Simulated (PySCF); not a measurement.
Computed properties of C5H10O, SMILES C=CCCCO

C5H10O, SMILES C=CCCCO. Coordinates come from a B3LYP-D3(BJ)/def2-SVP optimisation. The values are those of a single conformer. All values are computed for the isolated molecule unless a solvent is named; none is compared with measurement here.

**Structure.** All 42 harmonic modes at B3LYP-D3(BJ)/def2-SVP (PySCF) are real, so it is a minimum. With heavy atoms numbered as in [CH2:1]=[CH:2][CH2:3][CH2:4][CH2:5][OH:6], the shortest bond between them is C1–C2 at 1.336 Å and the longest C3–C4 at 1.540 Å.

**Vibrations.** The strongest infrared lines (harmonic, unscaled, degenerate partners summed) lie at 287 cm⁻¹ (92 km/mol, H 84 %, C 13 %), 2968 cm⁻¹ (62 km/mol, H 95 %), 1105 cm⁻¹ (59 km/mol, C 43 %, H 41 %, O 16 %). The softest mode is at 54 cm⁻¹ and the zero-point energy is 89.1 kcal/mol.

**Electronic structure.** HF/def2-TZVP (PySCF) places the frontier levels at -9.65 and 3.56 eV, a gap of 13.21 eV, and gives a dipole moment of 1.66 D and a mean polarisability of 63.7 bohr³. PBE/def2-TZVP (PySCF) at the same geometry gives -6.13 and -0.67 eV, so its gap is 7.75 eV narrower. An orbital gap is neither the optical nor the fundamental gap.

**Excitations.** TDA-B3LYP/def2-SVPD (PySCF) has S1 at 6.53 eV (190 nm, f = 0.013, weak); the most intense of the 6 singlets computed lies at 7.58 eV (f = 0.09). T1 (TDA) is at 4.39 eV, 2.14 eV under S1. TDA-PBE/def2-SVPD (PySCF) puts S1 at 5.63 eV. No vertical singlet excitation falls in the visible range (under 3.1 eV).

**NMR.** GIAO shifts at PBE0/pcSseg-1 (PySCF) (non-relativistic, atoms alike by connectivity averaged): ¹³C from 34.1 to 150.2 ppm against TMS; ¹H from 0.5 to 6.7 ppm against TMS.
